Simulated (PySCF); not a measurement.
# Electron affinity of Nd by level of theory

Nd⁻ [Xe] 4f4 6s2 6p1 [4f5/2^4 6p1/2^1, M_J = 9/2] → Nd [Xe] 4f4 6s2 [4f5/2^4, M_J = 4], as a difference of total energies. Computed with PySCF 2.14 in x2c-TZVPall-2c with one added diffuse shell each of s, p, d, f type (12s12p11d5f1g, 147 functions), with the two-component X2C-1e Hamiltonian. Correlated levels: [Ar] 3d10 frozen; the 18 highest virtual spinors dropped. "Screened" scales the spin-orbit matrix elements by Boettger's factors to mimic the two-electron term; Breit and QED terms are absent.

```json
{"method": "GHF (spin-free)", "electron affinity (eV)": "-0.239"}
{"method": "GMP2 (spin-free)", "electron affinity (eV)": "-0.206"}
{"method": "GHF (screened spin-orbit)", "electron affinity (eV)": "-0.218"}
{"method": "GMP2 (screened spin-orbit)", "electron affinity (eV)": "-0.189"}
```

The configuration of this anion was assumed by filling the next shell in order. It is not the known or likely ground configuration (Ca⁻, Sr⁻ and Ba⁻, for instance, bind a p electron), so these values are not the electron affinity of the element.

The labels give the starting determinants; with spin-orbit coupling the two ends relaxed to ⟨J²⟩ = 29.79, ⟨L²⟩ = 55.99, ⟨S²⟩ = 8.78 and ⟨J²⟩ = 23.44, ⟨L²⟩ = 41.89, ⟨S²⟩ = 6.00.

A negative affinity means that the anion lies above the atom at that level of theory.

The determinant of Nd⁻ and of Nd mixes levels of different J (the jj label is only the starting occupation), so the difference between spin-free and spin-orbit rows is not the physical spin-orbit shift.
